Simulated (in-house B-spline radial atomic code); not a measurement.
Results of a calculation; reference values are marked as such.
# Softness against transferability: the 3d channel of As

As, [Ar] 3d10 4s2 4p3, non-relativistic PBE, spherical and spin-unpolarised, from a B-spline radial code for spherical atoms (atomic units). The all-electron 3d level is ε = -1.533386 hartree and its outer maximum at 0.47 bohr.

Troullier-Martins pseudo-orbitals are made for several radii. The cutoffs (hartree) are the plane-wave energies beyond which the orbital holds less than the named kinetic energy per electron. The phase error is the difference, pseudo minus all-electron, of arctan(R P'/P) at R = 2.29 bohr for all radii, half a hartree below and above the level.

```tsv
r_c (bohr)	V_l(0) (hartree)	cutoff for 10 mEh	for 1 mEh	for 0.1 mEh	phase error at ε − 0.5 (mrad)	at ε + 0.5 (mrad)
1.07	-41.19	93	111	194	+0.1	+0.6
1.24	-34.02	75.4	89.8	156	+0.3	+1.4
1.42	-28.50	61.8	73.9	126	+0.6	+3.0
1.6	-24.43	52	62.3	105	+1.3	+5.7
1.79	-21.15	44.2	52.8	88.2	+2.8	+10.4
1.99	-18.46	37.7	44.9	74.9	+5.9	+18.7
```

(1) Which radius needs the lowest cutoff for 0.1 mEh while both phase errors stay within 5.8 mrad?

(2) What does the larger radius buy, and what does it cost?

Results:

(1) The radii within that limit are 1.07, 1.24, 1.42, 1.6 bohr; of these r_c = 1.6 needs the least, 105 hartree, that is 210 Ry or 2857 eV.

(2) From r_c = 1.07 to 1.99 bohr the cutoff for 1 mEh goes from 111 to 44.9 hartree, a factor of 2.47, against 3.46 for a pure 1/r_c² scaling, end to end; step by step it is 111, 89.8, 73.9, 62.3, 52.8, 44.9, and for 0.1 mEh 194, 156, 126, 105, 88.2, 74.9; the number of plane waves goes as the cutoff to the power 3/2, here a factor of 3.9. The larger of the two phase errors is least at r_c = 1.07 bohr, 0.6 mrad; it is 0.6 at the smallest radius and 18.7 at the largest. These errors test the reference atom alone. Large radii also let the cores of neighbours overlap, which an atom doesn't show.
